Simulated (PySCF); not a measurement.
F₅Sb. Atoms are numbered in the order given.

```xyz
6

Sb     0.0000     0.0000     0.0000
F      0.0000     0.0000    -1.9043
F      0.0000     0.0000     1.9043
F      1.8944     0.0000     0.0000
F     -0.9472    -1.6406     0.0000
F     -0.9472     1.6406     0.0000
```
Charge 0, spin multiplicity 1.

Coordinates come from a B3LYP-D3(BJ)/def2-SVP optimisation. The isomer is the one that the SMILES or the coordinates give; other isomers of the formula were not compared. The def2 effective core potentials stand for the cores of Sb; spin–orbit coupling is left out.

Level of theory: ωB97X/def2-TZVP (PySCF).

Atomic charges (e):

```csv
atom,Mulliken,Löwdin
Sb1,…,1.01
F2,…,-0.21
F3,…,-0.21
F4,…,-0.20
F5,…,-0.20
F6,…,-0.20
```

Question: What belongs in the gaps? (An estimate is asked for; the answer gives what the named calculation found.)

Answer: 
- Sb1, Mulliken: 1.86
- F2, Mulliken: -0.37
- F3, Mulliken: -0.37
- F4, Mulliken: -0.37
- F5, Mulliken: -0.37
- F6, Mulliken: -0.37
